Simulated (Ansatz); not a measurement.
`[SiH3]C#CS`, charge 0, multiplicity 1.

Give a relaxed structure at PBE0-D4/def2-TZVP (the Gaussian-basis code of Ansatz). (An estimate is asked.)

Ansatz gave: 
Cartesian coordinates in Å:
```
Si 0.276 -0.378 1.564
C -0.100 -0.105 -0.192
C -0.344 0.094 -1.364
S -0.736 0.245 -2.986
H -0.976 -0.650 2.313
H 1.195 -1.534 1.713
H 0.923 0.842 2.106
H -0.240 1.485 -3.155
```
Point group Cs.
